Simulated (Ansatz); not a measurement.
`OBNCO` → B• + C• + 6 H• + N• + 2 O•  (atomization)

Isolated molecules relaxed with PBE0-D4/def2-TZVP in Ansatz; ΔE leaves out vibrations. CBS: def2 TZ/QZ extrapolation, frozen cores. No spin–orbit coupling; open shells (•) take unrestricted orbitals. Spin–orbit coupling would lower the free atoms: a little for B, C, O. Each species was taken in one conformer, which may not be the lowest.

`OBNCO`:

```xyz
11

O     0.709   -0.785   -2.294
B     0.075   -0.072   -1.317
N     0.459   -0.075    0.037
C    -0.215    0.639    1.081
O    -0.894   -0.202    1.981
H     1.459   -1.303   -1.992
H    -0.864    0.593   -1.649
H     1.222   -0.648    0.368
H    -0.893    1.354    0.604
H     0.497    1.193    1.698
H    -1.553   -0.694    1.483
```

```
species  CCSD(T)/def2-QZVPP energy (Eh)
`OBNCO`                      -271.53089
     B•                       -24.60074
     C•                       -37.78651
     H•                        -0.49998
     N•                       -54.52502
     O•                       -74.99407
```

Task: Work out ΔE.

Result: ΔE = 6 × (-0.49998) + 2 × (-74.99407) + (-24.60074) + (-37.78651) + (-54.52502) − (-271.53089) = 1.63060 Eh = +1023.2 kcal/mol. CCSD(T)/CBS gives +1034.5 kcal/mol.

Largest T1 diagnostic among the species: 0.014.

In def2-TZVPP, CCSD(T) changes the Hartree–Fock value by +274.6 kcal/mol (the triples alone add +16.1 kcal/mol) and MP2 by +297.9 kcal/mol; breaking electron pairs costs correlation energy, which Hartree–Fock lacks. The D4 term adds +6.0 kcal/mol with B3LYP and +3.2 kcal/mol with PBE0; it sums over pairs of atoms, weighted by their polarisabilities, and B3LYP, whose exchange is more repulsive, gets the larger term.

B3LYP here is the variant with VWN-RPA as its local correlation; programs differ in this.
